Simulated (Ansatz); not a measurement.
Consider the hydrogenolysis of a C–F bond: `C[SiH2]OCF` + H₂ → `CO[SiH2]C` + H–F.

Isolated molecules relaxed with PBE0-D4/def2-TZVP in Ansatz; ΔE leaves out vibrations. CCSD(T)/CBS is the MP2 limit (def2-TZVPP, def2-QZVPP) plus CCSD(T) − MP2 in def2-TZVPP, frozen cores. This one scheme is used for every species. DFT in def2-TZVPP. Each species was taken in one conformer, which may not be the lowest.

`C[SiH2]OCF`:

Z-matrix (Å, degrees):
```
C
Si 1 1.856
H 1 1.092 2 110.6
H 1 1.092 2 110.8 3 -120.1
H 1 1.094 2 110.3 3 120.1
O 2 1.665 1 112.1 3 62.1
H 2 1.491 1 110.7 3 -58.1
H 2 1.483 1 111.3 3 179.1
C 6 1.366 2 123.9 1 -83.6
F 9 1.383 6 110.6 2 66.4
H 9 1.092 6 109.0 2 -175.8
H 9 1.098 6 112.1 2 -52.1
```

H₂:

Z-matrix (Å, degrees):
```
H
H 1 0.746
```

`CO[SiH2]C`:

Cartesian coordinates in Å:
```
C -1.815 -0.558 0.016
O -1.073 0.469 -0.592
Si 0.371 0.998 -0.005
C 1.707 -0.297 -0.121
H -2.797 -0.603 -0.460
H -1.961 -0.373 1.088
H -1.330 -1.534 -0.104
H 0.207 1.396 1.425
H 0.715 2.188 -0.822
H 1.467 -1.176 0.482
H 2.653 0.109 0.248
H 1.856 -0.618 -1.154
```

H–F:

```xyz
2

F    -0.026   -0.228   -0.399
H     0.026    0.228    0.399
```

```tsv
level	ΔE (kJ/mol)	difference from CCSD(T)/CBS
LDA (SPW92)	-49.8	17.3
r2SCAN-D4	-50.7	16.4
B97M-V	-55.0	12.1
PBE0-D4	-60.0	7.1
BHLYP-D4	-59.1	8.0
ωB97M-V	-55.4	11.7
B2PLYP	-59.8	7.3
revPBE	-56.5	10.6
r2SCAN	-51.0	16.1
r2SCANh	-53.9	13.2
BHLYP	-60.3	6.8
LC-ωPBE	-60.2	6.9
HF/def2-SVP	-50.8	16.3
SCS-MP2/def2-TZVPP	-64.5	2.6
HF/def2-QZVPP	-62.4	4.7
SCS-MP2/def2-QZVPP	-67.3	-0.2
CCSD(T)/CBS	-67.1	0
```

Largest T1 diagnostic among the species: 0.011.

From r2SCAN to r2SCAN0 (25 % exact exchange), in def2-TZVPP and without D4, ΔE moves by −6.7 kJ/mol. At CCSD(T), def2-SVP lies +19.3 kJ/mol from the extrapolated value and def2-TZVPP +4.1 kJ/mol.

CCSD(T)/CBS has its own doubt, a few kJ/mol and more with outer-core shells, so smaller differences from it don't rank the levels.
